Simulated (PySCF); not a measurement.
Fractional electron number in Nb+ (niobium, charge +1)

The 4d alpha orbital of [Kr] 4d4 is emptied in steps (occupation f), with all orbitals relaxed, ending at [Kr] 4d3. Calculation: PySCF 2.14, in def2-SVP with the def2 core potential (28 electrons) (5s3p2d1f, 31 functions); scalar relativity through the core potential. The exact energy is a straight line in f; departures are measured from the line between the end points of the same method.

| f | LDA (eV) | PBE (eV) |
| --- | --- | --- |
| 1 | 0.000 | 0.000 |
| 0.8 | -0.787 | -0.756 |
| 0.6 | -1.166 | -1.140 |
| 0.4 | -1.176 | -1.151 |
| 0.2 | -0.792 | -0.775 |
| 0 | 0.000 | 0.000 |

Question: For LDA, how does the orbital energy at f = 1 compare with the removal energy?

Answer: −ε = 9.985 eV against a total-energy difference of 14.667 eV. By Janak's theorem ε = ∂E/∂f, so the gap between them reflects the curvature. Along the path −ε is 11.981 (f = 0.8), 13.658 (f = 0.6), 15.589 (f = 0.4), 17.598 (f = 0.2) eV.

```
method  E(f=0) − E(f=1) (eV)  −ε at f=1 (eV)  −ε at f=0.4 (eV)
   LDA                14.667           9.985            15.589
   PBE                14.441           9.798            15.346
```

Reference removal energy between the ground levels: 14.32 eV (semi-empirical (NIST evaluation); NIST Atomic Spectra Database, ionization energies). The calculation has no spin-orbit coupling. The determinant left behind need not be the lowest term of the ion.
